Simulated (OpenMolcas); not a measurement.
# Ti3+ in a point-charge field

Ti3+ among 6 point charges of -1.5 e arranged as an octahedron (Oh), 1.65 Å from the ion.

```yaml
Program: OpenMolcas
Method: "SS-CASPT2, IPEA 0.25 Eh, imaginary shift 0.1 Eh (closed shells correlated: 3s 3p)"
Basis: ANO-RCC-VDZP [5s4p2d1f]
Scalar_Hamiltonian: DKH2, point nucleus
Active_space: 1 electron in 5 orbitals (3d)
State_averaging: 2S+1 = 2 even, 5 roots
Spin-orbit_coupling: state interaction with AMFI integrals over the reference wave functions
```

The lowest spin-free states (labels of O, the rotations of Oh), above the lowest:

```json
{"State": "2T2", "Degeneracy": "3", "E (cm-1)": "0", "Free-ion L (%)": "D (100)"}
{"State": "2E", "Degeneracy": "2", "E (cm-1)": "14950", "Free-ion L (%)": "D (100)"}
```

The lowest levels with spin-orbit coupling:

```
E (cm-1)  Degeneracy  Label  2S+1               g
       0           4     Γ8     2                
     200           2     Γ7     2  2.00 2.00 2.00
   15020           4     Γ8     2
```

Powder χT (cm3 K/mol): 0.00557 at 2 K, 0.0268 at 10 K, 0.133 at 50 K, 0.254 at 100 K, 0.402 at 200 K, 0.475 at 300 K. The effective moment at 300 K is 2.828 √(χT) = 1.95 μB.

The lowest level has 2S+1 = 2, for which the spin-only value is χT = S(S+1) / 2 = 0.375 cm3 K/mol (g = 2). The computed 0.475 at 300 K differs by +0.100, through orbital momentum, spin-orbit coupling and any other state in reach. With a threefold ground state the orbital momentum is unquenched, so the spin-only value is not expected to hold.

The gap between the two states is 10Dq = 14949 cm-1.

Roots that are degenerate in the reference are averaged as groups; the widest CASPT2 spread within a group is 18 cm-1 (the 2-fold group of multiplicity 2 near 14900 cm-1 above the lowest state of its run). Shifts and gaps below about the spread of the groups concerned are not significant. An orbital triplet at a regular site is open to Jahn-Teller coupling, which can distort the site and quench the lowest spin-orbit gaps and is left out. Free-ion shares, where given, are those of the reference states; single-state CASPT2 does not remix them. Point charges carry no covalency, so the field is a model and not that of real ligands. No measured value stands beside these numbers.
